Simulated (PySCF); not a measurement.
C₂H₆N₂Si₂, SMILES [SiH2]1[SiH2]C=NC=N1.

The structure is a stationary point at r2SCAN-D4/def2-SVP. This is a generated structure with no PubChem entry under its InChIKey; it may be hypothetical.

These are SMD-B3LYP/def2-SVP (PySCF) values and carry that method's errors.

Solvation free energies are E(SMD) − E(gas) at the gas-phase geometry, for 1 M in both phases. In vacuum the dipole moment is 1.90 D.

### Question
Estimate the solvation free energies in water, acetone, 1-octanol. (The exact figures need the calculation; the answer reports its results.)

### Answer

```tsv
solvent	ΔG(solv) (kcal/mol)	its non-electrostatic (CDS) part	dipole (D)
water	-1.2	3.3	2.74
acetone	-4.8	-0.6	2.68
1-octanol	-3.1	0.8	2.60
```
